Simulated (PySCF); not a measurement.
## Structure from 2D NMR

Compound of formula C6H8FPSi. Correlations simulated from computed shifts and the bond graph:

HSQC (one-bond C–H):
```csv
δH,δC
7.50,136.3
7.48,133.0
7.34,124.4
7.14,119.8
```

COSY cross peaks (H two or three bonds apart, from the bond graph; peaks can be absent where the dihedral angle is near 90°):
```csv
δH,δH
7.50,7.48
7.50,7.14
4.08,3.45
```

HMBC (two and three bonds, from the bond graph):
```csv
δH,δC
7.50,"172.7, 143.8, 133.0, 119.8"
7.48,"143.8, 136.3, 124.4, 119.8"
7.34,"172.7, 143.8, 133.0, 119.8"
7.14,"172.7, 136.3, 133.0, 124.4"
4.08,143.8
3.45,"143.8, 133.0, 124.4"
```

Carbons without hydrogens: δ 172.7, 143.8.

Theoretical values (PySCF 2.14.0 with density-fitted response routines): GIAO PBE0/pcSseg-1 shieldings, GFN2-xTB structure. Averaged over atoms made equivalent by symmetry, fast rotation or ring inversion, a single conformation, no solvent model, no relativistic terms.

Shifts are taken against calculated references (same method and geometry level): ¹H (σ = 31.72 ppm) and ¹³C (σ = 186.93 ppm) vs TMS.

Exchangeable hydrogens are left out of these lists.

Question: Which molecule is this?

Answer: SMILES Fc1cccc(P[SiH3])c1.

Atoms are numbered as in `[F:1][c:2]1[cH:3][cH:4][cH:5][c:6]([PH:7][SiH3:8])[cH:9]1`; H(Xn) means a hydrogen on atom n.

1. δC 172.7 is C2, an aromatic carbon bearing fluorine.
2. δC 143.8 is C6, a substituted aromatic carbon.
3. δC 136.3 is C4, an aromatic CH (δH 7.50).
4. δC 133.0 is C5, an aromatic CH (δH 7.48).
5. δC 124.4 is C9, an aromatic CH (δH 7.34).
6. δC 119.8 is C3, an aromatic CH (δH 7.14).
7. HMBC from δH 7.50 reaches the proton-free carbons C2, C6.
8. HMBC from δH 7.48 reaches the proton-free carbon C6.
9. HMBC from δH 7.34 reaches the proton-free carbons C2, C6.
10. HMBC from δH 7.14 reaches the proton-free carbon C2.
11. COSY links 7.50–7.48, 7.50–7.14, 4.08–3.45.

The shifts were computed for this structure.

Shifts are as computed. Against solution values, carbons near 30 ppm lie about +3 ppm off and those near 130 ppm about +5 ppm. Of 1211 compounds with measured shifts, 218 miss one by over three times the rms of a fit or turn the order of signals round; such compounds aren't used in these exercises.
